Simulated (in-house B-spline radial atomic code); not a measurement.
## Solving the quasi-particle equation for 5s of Ba IX (Ba8+)

Configuration [Kr] 4d10 5s2, start Hartree-Fock; correlation leaves out the 6 deepest shells, empty levels kept to 270 hartree. Computed with an all-electron radial atomic-structure program (B-spline basis): all electrons, scalar-relativistic (spin-free one-electron X2C), finite nucleus, each spin shell either full or empty, empty states to l = 9 with an (l + 1/2)⁻⁴ tail; G0W0 by contour deformation at full frequency.

At the mean-field level ε = -128.681 eV the matrix elements are Σx = -24.545 eV, v_xc = -24.545 eV and Σc(ε) = -2.563 eV, and the slope of the correlation self-energy is dΣc/dω = -0.0216. The quasi-particle energy solves E = ε + Σx − v_xc + Σc(E).

(1) What does the linearised equation give?

(2) How does that compare with the full solution and with static screening?

Results:

(1) Z = 1/(1 − dΣc/dω) = 1/1.0216 = 0.9789. The first-order shift is Σx − v_xc + Σc(ε) = -24.545 − (-24.545) + (-2.563) = -2.563 eV, so E ≈ ε + Z × shift = -128.681 + 0.9789 × (-2.563) = -131.190 eV.

(2) Solving the equation at full frequency dependence gives E = -131.191 eV, where Σc = -2.510 eV and the weight is 0.980; the linearised value is off by 1 meV. Leaving Z out would give -131.244 eV. Static COHSEX puts -4.457 eV in place of Σc and gives -133.138 eV, 1.95 eV deeper.
